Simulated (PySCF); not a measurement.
Si(F)(Br)(Me)(OH) (CH₄BrFOSi), SMILES [Si](O)(F)(Br)C.

The structure is a stationary point at PBE0-D3(BJ)/def2-SVP. This is a generated structure with no PubChem entry under its InChIKey; it may be hypothetical. The values are those of a single conformer.

Computed with TDDFT-LC-ωPBE/def2-SVPD (PySCF).

Vertical excitations. Isolated molecule, no solvent.

Question: Give excitation energies, oscillator strengths and character. (The exact figures need the calculation; the answer reports its results.)

Answer: 
| state | energy (eV) | λ (nm) | f | main pairs |
|---|---|---|---|---|
| S1 | 7.96 | 156 | 0.032 | HOMO→LUMO 36 %, HOMO→LUMO+1 14 %, HOMO−1→LUMO 12 %, HOMO→LUMO+7 10 % |
| S2 | 7.99 | 155 | 0.056 | HOMO−1→LUMO 33 %, HOMO−1→LUMO+1 16 %, HOMO→LUMO 12 %, HOMO−1→LUMO+7 9 % |
| S3 | 8.71 | 142 | 0.029 | HOMO→LUMO 22 %, HOMO→LUMO+1 20 %, HOMO→LUMO+6 8 %, HOMO→LUMO+4 7 % |
| S4 | 8.92 | 139 | 0.077 | HOMO−1→LUMO 30 %, HOMO−1→LUMO+6 17 %, HOMO−1→LUMO+1 11 %, HOMO→LUMO 8 % |
| S5 | 9.23 | 134 | 0.108 | HOMO−3→LUMO 20 %, HOMO→LUMO+5 16 %, HOMO−2→LUMO 13 %, HOMO−3→LUMO+1 7 % |
| S6 | 9.32 | 133 | 0.005 | HOMO−1→LUMO+5 28 %, HOMO→LUMO+5 18 %, HOMO→LUMO+6 9 %, HOMO−1→LUMO+9 6 % |
| S7 | 9.38 | 132 | 0.054 | HOMO→LUMO+6 17 %, HOMO−1→LUMO+5 14 %, HOMO−2→LUMO 12 %, HOMO→LUMO+5 9 % |
| S8 | 9.47 | 131 | 0.085 | HOMO−2→LUMO 23 %, HOMO→LUMO+6 12 %, HOMO→LUMO+1 9 %, HOMO→LUMO+9 9 % |
| S9 | 9.52 | 130 | 0.004 | HOMO−1→LUMO+6 16 %, HOMO−1→LUMO+9 13 %, HOMO−1→LUMO+4 12 %, HOMO→LUMO+4 8 % |
| S10 | 9.67 | 128 | 0.089 | HOMO−2→LUMO 19 %, HOMO−3→LUMO 18 %, HOMO−3→LUMO+1 6 %, HOMO−2→LUMO+1 6 % |
| T1 | 7.41 | 167 | 0 | HOMO→LUMO 24 %, HOMO→LUMO+1 13 %, HOMO→LUMO+7 11 %, HOMO−1→LUMO 10 % |
| T2 | 7.44 | 167 | 0 | HOMO−1→LUMO 22 %, HOMO−1→LUMO+1 15 %, HOMO−1→LUMO+7 11 %, HOMO→LUMO 11 % |
| T3 | 8.26 | 150 | 0 | HOMO−2→LUMO 17 %, HOMO→LUMO 16 %, HOMO→LUMO+1 12 %, HOMO→LUMO+4 7 % |
| T4 | 8.45 | 147 | 0 | HOMO→LUMO 12 %, HOMO−2→LUMO+1 11 %, HOMO−2→LUMO+7 7 %, HOMO−2→LUMO 6 % |
Triplets are in the Tamm–Dancoff approximation, which puts them higher than full response would, so one can lie above its singlet here.
